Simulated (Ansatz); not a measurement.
A single point on C4H4OSe.

```yaml
crystal:
  periodic: [false, false, false]
  atoms:
    - {symbol: C, position_ang: [-0.010692, -2.054927, -0.604446]}
    - {symbol: C, position_ang: [0.109819, -0.835398, -0.190019]}
    - {symbol: Se, position_ang: [1.488821, 0.862501, 1.571316]}
    - {symbol: C, position_ang: [0.228381, 0.408059, 0.195512]}
    - {symbol: C, position_ang: [-0.511096, 1.510286, -0.478283]}
    - {symbol: O, position_ang: [-1.386049, 1.348137, -1.282304]}
    - {symbol: H, position_ang: [-0.778983, -2.706012, -0.199966]}
    - {symbol: H, position_ang: [0.649682, -2.456408, -1.366246]}
    - {symbol: H, position_ang: [0.475460, 1.351541, 2.519986]}
    - {symbol: H, position_ang: [-0.182143, 2.521020, -0.162650]}
basis:
  gaussian: {orbitals: def2-QZVPP}
correlation: {method: mp2}
```

```sh
$ ansatz run in.yaml --threads 4 --pin off --events-out ev --progress --plain
```

It prints (some lines left out):

```
Functional definition: HF
3062 factors; integrals over basis functions are off by at most 7.6e-4 eV
mean field evaluation 1: about -71522.2963 eV, gradient 4.2e1 eV
mean field evaluation 2: about -71522.4761 eV, gradient 4.2e1 eV
mean field evaluation 4: about -71526.9503 eV, gradient 6.1e0 eV
mean field evaluation 8: about -71527.0958 eV, gradient 6.8e-1 eV
mean field -71527.09952097 eV, -2628.5724245863 hartree, gradient 9.7e-6 eV, S^2 0.000000; 0 other end points of the search recorded, 0 dependent functions left out; unrestricted orbitals would lower it
mean field evaluation 16: about -71527.0609 eV, gradient 1.8e0 eV
14 core orbitals not correlated: weight in the atoms' cores, before any rotation towards them, 1.000 or more for the frozen orbitals, at most 0.000 for the correlated occupied ones
reference -71527.09952097 eV, -2628.5724245863 hartree; 21, 21 occupied and 459, 459 virtual orbitals, 3062 factors
second order -40.24365114 eV of doubles, -0.00000000 eV of singles
Total energy: -71567.34317211 eV, -2630.0513514875 hartree
```

Run time 28 s (4 threads of a server CPU on a shared host); peak host memory 3.3 GiB.
